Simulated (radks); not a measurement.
Task: Si IV, 11 electrons, occupied as [Ne] 3s1 (the NIST ground configuration). All-electron calculation, Dirac Kohn-Sham, LDA (Slater exchange, Perdew-Wang correlation), spin-unpolarised, spherical densities, point nucleus. Program: a radial shooting solver on a logarithmic mesh with Libxc functionals. Some entries of the table are withheld. Estimate them.

| orbital | occ. | eigenvalue (eV) | <r> (bohr) | <r^2> (bohr^2) |
|---|---|---|---|---|
| 1s1/2 | 2 | -1816.044 | 0.1116 | 0.01678 |
| 2s1/2 | 2 | -175.1384 | 0.5682 | (1) |
| 2p1/2 | 2 | -132.5147 | 0.5333 | 0.3584 |
| 2p3/2 | 4 | -131.8611 | 0.5355 | 0.3612 |
| 3s1/2 | 1 | -39.6882 | 1.841 | 3.869 |
| 3p1/2 | 0 | -31.0719 | 2.036 | 4.775 |
| 3p3/2 | 0 | -31.0048 | 2.040 | 4.795 |
| 4s1/2 | 0 | -16.0452 | (2) | 18.02 |

Result: 
(1) 2s1/2 <r^2> (bohr^2): 0.3858
(2) 4s1/2 <r> (bohr): 3.996
